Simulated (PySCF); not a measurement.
Predicted microwave data (PySCF, PBE0-D3(BJ)/def2-SVP geometry optimisation, gas phase) for one isomer of C7H15B:

| Quantity | Value |
| --- | --- |
| Rotational constants | A = 2476, B = 1868, C = 1275 MHz |
| Dipole components | \|μa\| = 0.15 D, \|μb\| = 0.08 D, \|μc\| = 0.01 D |
| Inertial defect | -78.14 u·Å² |
| κ | -0.01 |

Task: Which structure is it? (One computed conformer of each.)
A. `[CH3:1][B:2]1[CH2:3][CH2:4][CH2:5][CH2:6][C@H:7]1[CH3:8]` with C1–B2–C3–C4 -155°, B2–C3–C4–C5 -42°, C3–C4–C5–C6 58°, C4–C5–C6–C7 -60°
B. `[CH3:1][C:2]([CH3:3])([CH3:4])[BH:5][CH:6]1[CH2:7][CH2:8]1` with C2–B5–C6–C7 141°
C. `[CH3:1][CH2:2][C@H:3]1[BH:4][CH2:5][CH2:6][CH2:7][CH2:8]1` with C1–C2–C3–B4 165°, C2–C3–B4–C5 156°, C3–B4–C5–C6 -21°, B4–C5–C6–C7 39°, C5–C6–C7–C8 -60°

Result: A. It is CB1CCCC[C@H]1C, an asymmetric top, point group C1. The candidates at the same level (rigid rotor, commonest isotopes):

| SMILES | A (MHz) | B (MHz) | C (MHz) | μa (D) | μb (D) | μc (D) | Δ (u·Å²) | point group | rotor |
| --- | --- | --- | --- | --- | --- | --- | --- | --- | --- |
| CC[C@H]1BCCCC1 | 3923 | 1258 | 1020 | 0.23 | 0.40 | 0.14 | -34.77 | C1 | asymmetric top |
| CC(C)(C)BC1CC1 | 3583 | 1051 | 1034 | 0.62 | 0.07 | 0.44 | -132.86 | near Cs | – |
| CB1CCCC[C@H]1C | 2476 | 1868 | 1275 | 0.15 | 0.08 | 0.01 | -78.14 | C1 | asymmetric top |

`CC(C)(C)BC1CC1` has A 45 % too high; `CC[C@H]1BCCCC1` has A 58 % too high. No structure here is proved a minimum.
